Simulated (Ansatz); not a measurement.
Other settings, tried on Sn10O4H16.

```yaml
crystal:
  periodic: [false, false, false]
  atoms:
    - {symbol: Sn, position_ang: [-2.302783, 1.306300, -1.456863]}
    - {symbol: Sn, position_ang: [1.604920, -1.536558, -1.543993]}
    - {symbol: Sn, position_ang: [-1.375492, -1.639441, 1.877980]}
    - {symbol: Sn, position_ang: [2.196491, 2.304633, 1.492692]}
    - {symbol: Sn, position_ang: [-3.484868, -0.492099, 0.375329]}
    - {symbol: Sn, position_ang: [0.075743, -3.299723, 0.078777]}
    - {symbol: Sn, position_ang: [-0.047575, 0.354287, -2.875514]}
    - {symbol: Sn, position_ang: [-1.021389, 3.558214, -0.324546]}
    - {symbol: Sn, position_ang: [3.356318, 0.115523, -0.057030]}
    - {symbol: Sn, position_ang: [-0.044304, 0.797983, 2.567421]}
    - {symbol: O, position_ang: [2.611166, -2.532217, -3.016417]}
    - {symbol: O, position_ang: [-2.447610, -2.678579, 3.276036]}
    - {symbol: O, position_ang: [2.007285, 0.479385, 3.173235]}
    - {symbol: O, position_ang: [1.034174, 3.112058, -0.425325]}
    - {symbol: H, position_ang: [-3.443698, 2.050638, -2.548009]}
    - {symbol: H, position_ang: [1.977040, -2.942426, -3.637978]}
    - {symbol: H, position_ang: [-1.845370, -2.981441, 3.984303]}
    - {symbol: H, position_ang: [2.391189, -0.384567, 2.920448]}
    - {symbol: H, position_ang: [-4.400353, -1.589051, -0.612622]}
    - {symbol: H, position_ang: [-4.616858, 0.428494, 1.316948]}
    - {symbol: H, position_ang: [-0.951089, -4.399719, -0.798224]}
    - {symbol: H, position_ang: [1.178995, -4.288236, 0.993891]}
    - {symbol: H, position_ang: [-0.506028, -0.010772, -4.513603]}
    - {symbol: H, position_ang: [0.943324, 1.806677, -3.017400]}
    - {symbol: H, position_ang: [1.245093, 2.702750, -1.294846]}
    - {symbol: H, position_ang: [-1.085363, 5.015297, -1.276507]}
    - {symbol: H, position_ang: [4.594639, 0.524993, -1.216502]}
    - {symbol: H, position_ang: [4.145801, -0.980323, 1.060055]}
    - {symbol: H, position_ang: [-1.086156, 3.990979, 1.352329]}
    - {symbol: H, position_ang: [-0.703222, 1.206971, 4.145925]}
basis:
  gaussian: {orbitals: def2-mTZVPP, fitting: {mean_field: def2-universal-jkfit}}
magnetization: {spin_polarized: true, initial_magnetization: 2}
hamiltonian: {xc: {name: SVWN5}}
scf: {omitted_lower_state_checks: [starts]}
```

```sh
$ ansatz run in.yaml --threads 2 --pin off --events-out ev --progress --plain --max-ram 22528MiB --backend cuda --devices 0, --max-vram 18GiB
```

Shortened log:

```
Functional definition: SVWN5
2776 factors; integrals over basis functions are off by at most 8.8e-1 eV
mean field evaluation 1: about -66592.9438 eV, gradient 9.4e1 eV
mean field evaluation 2: about -66014.2501 eV, gradient 2.7e2 eV
mean field evaluation 4: about -66567.7049 eV, gradient 7.9e1 eV
mean field evaluation 8: about -66623.0283 eV, gradient 5.0e-1 eV
mean field -66623.05411391 eV, -2448.3520799581 hartree, gradient 2.4e-5 eV, S^2 2.001944; 0 other end points of the search recorded, 0 dependent functions left out
reference -66623.05423362 eV, -2448.3520843574 hartree; 135, 133 occupied and 401, 403 virtual orbitals, 2776 factors
Total energy: -66623.05423362 eV, -2448.3520843574 hartree
Checks for a lower state left out: starts
```

It took 4.9 s on 2 threads of AMD EPYC 7R13 on a shared host and a share (18 GiB) of an NVIDIA H100 80GB HBM3.

In the def2 sets Sn takes a core potential; there is no spin–orbit coupling.
